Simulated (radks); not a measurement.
All-electron atom: Ag in [Kr] 4d10 5s1.

Calculated with a radial shooting solver on a logarithmic mesh with Libxc functionals: non-relativistic Kohn-Sham, r2SCAN, spin-polarised, spherical densities, point nucleus; open shells are filled with parallel spins first (spin-orbit coupling, left out, can overturn this in heavy ions); meta-GGA in the generalised Kohn-Sham scheme; relativity is left out, which matters for an element this heavy.

Energy parts (hartree):
part                        energy
total                  -5200.07617
kinetic                 5197.89147
electron-nucleus      -12384.42669
Hartree                 2132.79812
exchange-correlation    -146.33907

Orbitals (lengths in bohr, moments of r in powers of bohr):
| orbital | occ. | eigenvalue (hartree) | <r^4> | <r^2> |
|---|---|---|---|---|
| 1s up | 1 | -903.1303 | 4.997e-06 | 0.001404 |
| 1s down | 1 | -903.1298 | 4.997e-06 | 0.001404 |
| 2s down | 1 | -130.7315 | 0.0009158 | 0.02318 |
| 2s up | 1 | -130.7307 | 0.0009158 | 0.02318 |
| 2p down | 3 | -121.5359 | 0.0006059 | 0.01754 |
| 2p up | 3 | -121.5355 | 0.0006059 | 0.01754 |
| 3s up | 1 | -24.04949 | 0.04171 | 0.1652 |
| 3s down | 1 | -24.04908 | 0.04170 | 0.1652 |
| 3p up | 3 | -20.32372 | 0.04159 | 0.1610 |
| 3p down | 3 | -20.32338 | 0.04159 | 0.1610 |
| 3d down | 5 | -13.47062 | 0.03772 | 0.1421 |
| 3d up | 5 | -13.47054 | 0.03772 | 0.1421 |
| 4s down | 1 | -3.32061 | 1.551 | 1.013 |
| 4s up | 1 | -3.31973 | 1.555 | 1.014 |
| 4p down | 3 | -2.14603 | 2.234 | 1.186 |
| 4p up | 3 | -2.14541 | 2.257 | 1.189 |
| 4d up | 5 | -0.30101 | 14.29 | 2.466 |
| 4d down | 5 | -0.29458 | 12.20 | 2.344 |
| 5s up | 1 | -0.16634 | 273.7 | 12.67 |
| 5s down | 0 | -0.11126 | 330.1 | 13.40 |

The highest occupied level is 5s up at -4.526 eV. Spin moment in Bohr magnetons: 1. The electron density at the nucleus is 7.281e+04 e/bohr^3. Summed over all electrons, <r^2> = 48.74 bohr^2, which gives a Langevin (diamagnetic) susceptibility term of -38.6 x 10^-6 cm^3/mol. Virial ratio -V/T = 2.00042.
